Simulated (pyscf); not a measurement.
Structures and frequencies: ωB97X-D3(BJ)/def2-SVP in PySCF. MP2 and CC: frozen core, UHF for open shells. ΔMP2 is the change of the MP2 total energy from the triple- to the quadruple-zeta basis. Singlets are restricted, triplets unrestricted.

Singlet (Å):
```xyz
7

Si    -2.9216     0.8073     0.6287
Al    -0.6545    -0.1236     0.6513
P      0.8666     0.6308    -0.9391
H     -3.2751    -0.4345    -0.2053
H     -0.1203    -1.1682     1.7295
H     -0.0898     0.8339    -1.9758
H      1.2492    -0.6750    -1.3625
```

Triplet (Å):
```xyz
7

Si     1.2034    -0.8712    -0.3659
Al    -1.0209    -1.2904    -1.0708
P     -2.4382     0.5268    -1.2502
H      2.2485    -1.9159    -0.1075
H     -1.5355    -2.7729    -1.3046
H     -2.9795     0.1257    -2.5060
H     -1.4526     1.3969    -1.7969
```

**Question.** For these two minima of `[SiH][AlH][PH2]`, which spin state lies lower at CCSD(T)/def2-TZVPP + ΔMP2(QZVPP), and by how much (electronic energies)?

**Answer.** The singlet, by 5.5 kcal/mol. r²SCAN puts the other state lower. Zero-point energy shifts E(triplet) − E(singlet) by +0.6 kcal/mol. :HSi–AlH–PH₂ [singlet] lies 18.6 kcal/mol over its isomer H₂Al–PH–SiH: [singlet], and others may lie lower still (electronic energy, ωB97M-D3(BJ)). 

E(triplet) − E(singlet) by level (kcal/mol):

| level | gap |
|---|---|
| ωB97X-D3(BJ)/def2-TZVP | +6.1 |
| PBE/def2-TZVP | +2.8 |
| r²SCAN/def2-TZVP | -2.4 |
| B3LYP-D3(BJ)/def2-TZVP | +5.5 |
| PBE0-D3(BJ)/def2-TZVP | +0.9 |
| M06-2X/def2-TZVP | +4.2 |
| ωB97M-D3(BJ)/def2-TZVP | +8.5 |
| HF/def2-TZVP | -10.1 |
| MP2/def2-QZVPP | +2.8 |
| CCSD/def2-TZVPP | +3.9 |
| CCSD(T)/def2-TZVPP | +4.6 |
| CCSD(T)/def2-TZVPP + ΔMP2(QZVPP) | +5.5 |

The triplet is the lowest one reached from the SCF start used. The CCSD(T) − MP2 part came from Ansatz, without density fitting, on the same reference.
